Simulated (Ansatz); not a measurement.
Cost and result for the atomization energy of `COC(O)[SiH3]` (13 atoms, 12 bonds).

```xyz
13

C    -1.436    0.293    1.368
O    -0.103    0.112    0.959
C     0.060    0.007   -0.426
O    -0.496   -1.170   -0.965
Si    1.935   -0.031   -0.767
H    -1.423    0.515    2.434
H    -2.037   -0.609    1.207
H    -1.901    1.135    0.835
H    -0.407    0.886   -0.907
H    -1.427   -1.031   -1.156
H     2.563    1.182   -0.182
H     2.521   -1.253   -0.163
H     2.151   -0.035   -2.237
```

Total charge 0; spin multiplicity 1. The structure was optimised at the PBE0-D4/def2-TZVP level. It is one conformer, not always the lowest. Program: Ansatz. All runs use 4 threads of an Arm Neoverse V2 on a shared host. Times are those of one run each, without the atoms' runs, and a repeat can differ threefold. Electronic energies, without spin–orbit coupling; frozen cores. CCSD(T)/CBS adds CCSD(T) − MP2 in def2-TZVPP to the MP2 limit, and its time is that of the two runs behind it. T1 = 0.012. HSE06 is the plane-wave form, built on full-range PBE exchange.

CCSD(T)/CBS is a level of theory with its own doubt, some kJ/mol a heavy atom from the limit and from the frozen cores, so smaller differences don't rank the functionals.

| level | functions | wall time | atomization (kcal/mol) | difference from CCSD(T)/CBS | per bond |
| --- | --- | --- | --- | --- | --- |
| revPBE-D4/def2-TZVPP | 278 | 2.3 s | 1097.2 | -11.2 | -0.9 |
| BLYP-D4/def2-TZVPP | 278 | 2.3 s | 1104.7 | -3.7 | -0.3 |
| PBE-D4/def2-TZVPP (with forces) | 278 | 2.8 s | 1124.3 | 15.9 | 1.3 |
| HSE06-D4/def2-TZVPP | 278 | 3.4 s | 1103.8 | -4.6 | -0.4 |
| CAM-B3LYP-D4/def2-TZVPP | 278 | 3.7 s | 1112.7 | 4.3 | 0.4 |
| r2SCAN-D4/def2-TZVPP (with forces) | 278 | 5.5 s | 1107.3 | -1.1 | -0.1 |
| B2PLYP/def2-TZVPP | 278 | 6 s | 1093.5 | -14.9 | -1.2 |
| CCSD(T)/def2-SVP | 114 | 7.5 s | 1046.3 | -62.1 | -5.2 |
| ωB97X-V/def2-TZVPP | 278 | 8.5 s | 1110.9 | 2.5 | 0.2 |
| B97M-V/def2-TZVPP | 278 | 11 s | 1104.8 | -3.6 | -0.3 |
| MP2/def2-QZVPP | 538 | 26 s | 1110.0 | 1.6 | 0.1 |
| CCSD(T)/def2-TZVPP | 278 | 4.1 min | 1079.4 | -29.0 | -2.4 |
| CCSD(T)/CBS(def2) | – | 4.5 min | 1108.4 | 0.0 | 0.0 |

The D4 term adds +8.9 kcal/mol with B3LYP and +4.7 kcal/mol with PBE0; it sums over pairs of atoms, weighted by their polarisabilities, and B3LYP, whose exchange is more repulsive, gets the larger term. From r2SCAN to r2SCAN0 (25 % exact exchange), in def2-TZVPP and without D4, the atomization energy moves by −18.5 kcal/mol: exact exchange takes away binding that semilocal exchange gives to molecules. Leaving LDA and LC-ωPBE aside and taking each functional with its dispersion term where it has one, the values, not all of them listed here, spread over 52.8 kcal/mol, from BHLYP-D4 to PBE-D4. LDA lies +154.5 kcal/mol from PBE without D4, its usual overbinding.

B3LYP here is the variant with VWN-RPA as its local correlation; programs differ in this.
